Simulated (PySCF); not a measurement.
Calculated properties of `CSC[P@@H+](C)c1ccco1`

Compound: C7H12OPS (charge +1).
Geometry (GFN2-xTB, Å), atoms numbered from 1 in this order:
```xyz
22
C7H12OPS angstrom
C      3.2892    1.0712   -0.3801
S      1.8263    1.4849    0.6065
C      1.3742   -0.1973    1.1927
P      0.1884   -0.8512   -0.0286
C     -0.2928   -2.5612    0.2811
C     -1.2545    0.1728   -0.0907
C     -1.5325    1.4211   -0.5940
C     -2.8787    1.6694   -0.2652
C     -3.3183    0.5657    0.4102
O     -2.3506   -0.3436    0.5235
H      4.0594    0.6573    0.2636
H      3.6363    2.0078   -0.8046
H      3.0327    0.3810   -1.1802
H      0.8873   -0.0987    2.1658
H      2.2642   -0.8204    1.2867
H      0.8177   -0.7666   -1.2530
H     -0.9639   -2.9063   -0.5060
H      0.5935   -3.1955    0.3114
H     -0.8121   -2.6134    1.2401
H     -0.8603    2.0660   -1.1224
H     -3.4436    2.5474   -0.5000
H     -4.2727    0.3291    0.8396
```

Among its groups: aromatic ring with oxygen and sulfide.

GFN2-xTB geometry:

```
Point group of the GFN2-xTB geometry                  : C1
Rotational constants A, B, C of the GFN2-xTB geometry : 1.532, 0.668, 0.510 GHz
```

From PBE0/pcSseg-1 ground state and GIAO shieldings, non-relativistic (PySCF):

```
HOMO energy                                                 : -10.73 eV
LUMO energy                                                 : -4.94 eV
HOMO–LUMO gap                                               : 5.79 eV
Lowest Hirshfeld atomic charge                              : -0.12 e on C5
Highest Hirshfeld atomic charge                             : +0.45 e on P4
13C chemical shifts (computed TMS as zero) by class         : 163.3 (C9), 143.1 (C7), 126.9 (C6), 123.6 (C8), 35.0 (C3), 21.3 (C1), 6.7 (C5) ppm
1H chemical shifts (computed TMS as zero) by class          : 8.40 (H20), 8.39 (H22), 7.47 (H21), 6.13 (H16), 3.27 (H14), 2.71 (H15), 2.48 (H11/H12/H13), 2.47 (H17/H18/H19) ppm
Isotropic shieldings of nuclei other than C and H, by class : 29 (O10), 359 (P4), 560 (S2) ppm
Mayer bond orders between heavy atoms                       : C1–S2 0.98, S2–C3 0.98, C3–P4 0.96, P4–C5 1.06, P4–C6 0.97, C6–C7 1.48, C7–C8 1.32, C8–C9 1.56, C9–O10 1.11, O10–C6 1.01
```

Monoisotopic mass of the ion (most abundant isotopes, electron mass counted): 175.0341 u.

The rotational constants make it an asymmetric top with κ = (2B − A − C)/(A − C) = -0.69, nearer the prolate limit (−1). With B = h/(8π²I), that is 505.379 GHz u Å² over I, the principal moments of inertia are 329.8, 756.3 and 990.3 u Å² (most abundant isotopes).

One conformer (not necessarily the lowest) at the GFN2-xTB geometry, without solvent or vibrations. NMR classes are plain means over equivalent atoms (diastereotopic ones count apart unless rotation or inversion swaps them), as if these changed places fast; in this geometry the members of some classes differ.

For the NMR shielding job (PBE0/pcSseg-1), time: 93 s wall; peak memory 1.1 GiB. Hardware: one thread of an Arm Neoverse N1, no GPU (shared host).
